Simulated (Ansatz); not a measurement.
A nudged elastic band was laid between two geometries of ClH3O3Si + H2O (11 atoms, charge 0, multiplicity 1).

All numbers below come from Ansatz 0.2.0, RKS BLYP-D4/def2-SVP.

| Quantity | Value |
| --- | --- |
| movable images | 5 |
| climbing image | yes |
| spring | 5.0 eV/Å² |
| optimiser | quadratic models (default) |
| start path | through a guess of the saddle point |
| force threshold | 0.2 eV/Å |
| iteration limit | 60 |
| end points | relaxed |

Initial state:

```xyz
11
Properties=species:S:1:pos:R:3
Si -0.279 -0.285 0.072
Cl -0.535 -0.142 2.140
O 1.373 -0.421 -0.133
H 1.674 -0.178 -1.031
O -0.814 1.019 -0.790
H -1.765 1.026 -1.003
O -1.146 -1.606 -0.454
H -1.128 -2.390 0.126
O 1.818 2.124 1.241
H 2.043 1.217 0.945
H 1.267 1.935 2.026
```

Final state:

```xyz
11
Properties=species:S:1:pos:R:3
Si 0.268 0.305 -0.325
Cl -0.625 -0.076 3.228
O 1.433 -0.004 -1.474
H 1.708 -0.939 -1.508
O -0.883 1.362 -0.880
H -1.515 0.984 -1.518
O -0.324 -1.159 0.189
H -0.655 -1.159 1.115
O 0.965 1.158 0.968
H 1.938 1.221 0.919
H 0.200 0.607 2.424
```

Question: Which bonds break or form, and what moves?

Answer: Bonds broken: Si1–Cl2, O9–H11. Bonds formed: Si1–O9, Cl2–H11. ClH3O3Si + H2O becomes ClH + H4O4Si.

Question: What energy profile does the band end with?

Answer: It converged. The highest image is number 4 of 0 to 6, 0.61 eV above the first end and 0.90 eV above the last; the last end lies 0.29 eV below the first. The threshold of 0.2 eV/Å is loose, so the images may lie well off the minimum-energy path. The order of the stationary point at the top wasn't checked. The orbitals stay closed-shell, which can raise the energy where a bond breaks towards radicals; this wasn't checked here.

```json
{"image": "0", "path coordinate (Å)": "0.00", "energy (eV)": "0.00", "Si1–Cl2 (Å)": "2.09", "O9–H11 (Å)": "0.98", "Si1–O9 (Å)": "3.40"}
{"image": "1", "path coordinate (Å)": "0.85", "energy (eV)": "0.05", "Si1–Cl2 (Å)": "2.09", "O9–H11 (Å)": "0.98", "Si1–O9 (Å)": "3.11"}
{"image": "2", "path coordinate (Å)": "1.69", "energy (eV)": "0.08", "Si1–Cl2 (Å)": "2.13", "O9–H11 (Å)": "0.98", "Si1–O9 (Å)": "2.41"}
{"image": "3", "path coordinate (Å)": "2.54", "energy (eV)": "0.25", "Si1–Cl2 (Å)": "2.27", "O9–H11 (Å)": "0.99", "Si1–O9 (Å)": "2.05"}
{"image": "4", "path coordinate (Å)": "3.38", "energy (eV)": "0.61", "Si1–Cl2 (Å)": "2.76", "O9–H11 (Å)": "1.07", "Si1–O9 (Å)": "1.87"}
{"image": "5", "path coordinate (Å)": "4.24", "energy (eV)": "-0.04", "Si1–Cl2 (Å)": "3.29", "O9–H11 (Å)": "1.52", "Si1–O9 (Å)": "1.72"}
{"image": "6", "path coordinate (Å)": "5.11", "energy (eV)": "-0.29", "Si1–Cl2 (Å)": "3.68", "O9–H11 (Å)": "1.73", "Si1–O9 (Å)": "1.70"}
```

Question: What is the geometry of the highest image?

Answer: 
```xyz
11
Properties=species:S:1:pos:R:3:forces:R:3
Si 0.163 0.194 -0.063 0.01 0.07 0.05
Cl -0.613 -0.079 2.569 0.03 0.04 -0.05
O 1.634 -0.035 -0.846 -0.03 0.00 -0.06
H 1.668 -0.892 -1.312 0.02 0.01 0.02
O -0.875 1.313 -0.719 0.04 -0.05 -0.02
H -1.666 0.880 -1.094 -0.02 0.05 0.01
O -0.511 -1.333 -0.133 0.05 -0.02 0.02
H -0.938 -1.548 0.724 -0.03 -0.02 0.02
O 1.038 1.432 1.038 -0.12 -0.04 0.07
H 2.002 1.245 1.009 0.04 -0.02 0.03
H 0.607 1.122 1.966 0.02 -0.02 -0.09
```

The run took 81 s on 4 threads of Arm Neoverse V2, with other jobs on the host, peak memory 0.18 GiB.
